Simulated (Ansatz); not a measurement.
CH8OSi3 (`OC[SiH]1[SiH2][SiH2]1`). Charge 0, multiplicity 1. All single points use the PBE0-D4/def2-TZVP geometry. It is one conformer, not always the lowest.

```xyz
13

O    -1.387   -2.272   -0.337
C    -0.288   -1.520   -0.817
Si    0.366   -0.415    0.572
Si    1.392    1.584   -0.053
Si   -0.688    1.611    1.005
H    -1.688   -2.858   -1.036
H     0.535   -2.165   -1.154
H    -0.564   -0.877   -1.665
H     0.944   -1.159    1.720
H     2.593    2.058    0.678
H     1.432    1.926   -1.498
H    -0.776    2.107    2.401
H    -1.869    1.980    0.184
```

What is the dipole moment at r2SCAN/def2-TZVPP? (Estimate.)

Computed: 1.95 D, with components (0.12, -0.94, -1.70) D in this frame, pointing from negative to positive charge.

And with PBE, B3LYP, ωB97M-V? (An estimate is asked.)

Ansatz gave: PBE 1.93 D, B3LYP 1.91 D, ωB97M-V 1.91 D.

Give the Mulliken charges with r2SCAN, ωB97M-V, B3LYP in def2-TZVPP. (Estimate.)

Computed: 
```
atom  r2SCAN  ωB97M-V  B3LYP
  O1   -0.35    -0.31  -0.34
  C2   -0.02    -0.15  -0.09
 Si3    0.15     0.12   0.16
 Si4    0.08    -0.02   0.06
 Si5    0.11     0.02   0.09
  H6    0.19     0.17   0.18
  H7    0.07     0.12   0.10
  H8    0.07     0.11   0.10
  H9   -0.08    -0.02  -0.06
 H10   -0.06    -0.01  -0.05
 H11   -0.06    -0.01  -0.05
 H12   -0.06    -0.01  -0.05
 H13   -0.06    -0.01  -0.05
```

B3LYP here is the variant with VWN-RPA as its local correlation; programs differ in this.
